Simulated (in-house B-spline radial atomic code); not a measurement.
Orbital energies and mean radii along the 13-electron series, configuration [Ne] 3s2 3p1. The effective charge is n√(-2ε), a non-relativistic measure. Computed with a B-spline radial code for spherical atoms: Dirac-Hartree-Fock, average of the configuration, finite nuclei.

```csv
ion,Z,energy of 1s1/2 (Eh),mean radius of 1s1/2 (bohr),energy of 3p3/2 (Eh),mean radius of 3p3/2 (bohr),effective charge of 1s1/2
La44+,57,-1546.11,0.025045,-125.36,0.24987,55.608
Ce45+,58,?,?,?,?,?
Pr46+,59,-1667.58,0.024072,-136.34,0.23982,57.751
Nd47+,60,-1730.31,0.023608,-142,0.23507,58.827
Pm48+,61,?,?,?,?,?
Sm49+,62,-1859.83,0.022722,-153.69,0.22611,60.989
Eu50+,63,-1926.65,0.022298,-159.72,0.22187,62.075
Gd51+,64,?,?,?,?,?
Tb52+,65,-2064.52,0.021487,-172.13,0.21383,64.258
Dy53+,66,-2135.57,0.021099,-178.51,0.21001,65.354
```

**Question.** Fill in the row of Ce45+.

**Answer.** energy of 1s1/2 (Eh): -1606.19; mean radius of 1s1/2 (bohr): 0.02455; energy of 3p3/2 (Eh): -130.79; mean radius of 3p3/2 (bohr): 0.24474; effective charge of 1s1/2: 56.678.

**Question.** Fill in the row of Pm48+.

**Answer.** energy of 1s1/2 (Eh): -1794.39; mean radius of 1s1/2 (bohr): 0.023158; energy of 3p3/2 (Eh): -147.79; mean radius of 3p3/2 (bohr): 0.23051; effective charge of 1s1/2: 59.906.

**Question.** Fill in the row of Gd51+.

**Answer.** energy of 1s1/2 (Eh): -1994.87; mean radius of 1s1/2 (bohr): 0.021887; energy of 3p3/2 (Eh): -165.86; mean radius of 3p3/2 (bohr): 0.21778; effective charge of 1s1/2: 63.164.

**Question.** How does the screening of 1s1/2 change?

**Answer.** Z less the effective charge goes from 1.39 at Z = 57 to 0.65 at Z = 66.
